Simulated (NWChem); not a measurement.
System: SiH₂O₂IF; SMILES F[Si](I)(O)O

NWChem input:

```
start job
memory heap 200 mb stack 900 mb global 1100 mb
geometry units angstroms noautoz
  O      0.361103    -1.880266     1.463604
  Si     0.007301    -1.262271    -0.002325
  O     -1.424917    -1.858225    -0.523760
  F      1.214564    -1.694382    -0.967966
  I     -0.051309     1.172225    -0.023579
  H     -0.320121    -1.853696     2.141798
  H     -1.850590    -1.428233    -1.271944
end
basis spherical
  * library def2-svp
end
ecp
  I library def2-ecp
end
dft
  xc pbe0
  iterations 150
  vectors input atomic output neutral.movecs
end
task dft energy
charge 1
dft
  odft
  mult 2
  vectors input atomic output cation.movecs
end
task dft energy
```

Coordinates come from a PBE0/def2-SVP optimisation. No frequency run checked for a minimum. def2 effective core potentials on I; no spin-orbit coupling.

Ions are spin-unrestricted doublets at the neutral geometry; other ion states weren't tried.

Question: Predict the main results of this run. (PBE0/def2-SVP with def2 effective core potentials on I, vertical spin-unrestricted ions.) Quantities: vertical ionisation energy, ΔSCF (eV); −ε(HOMO) (eV).

Answer: 
| Item | Result |
|---|---|
| vertical ionisation energy, ΔSCF (eV) | 10.33 |
| −ε(HOMO) (eV) | 7.93 |
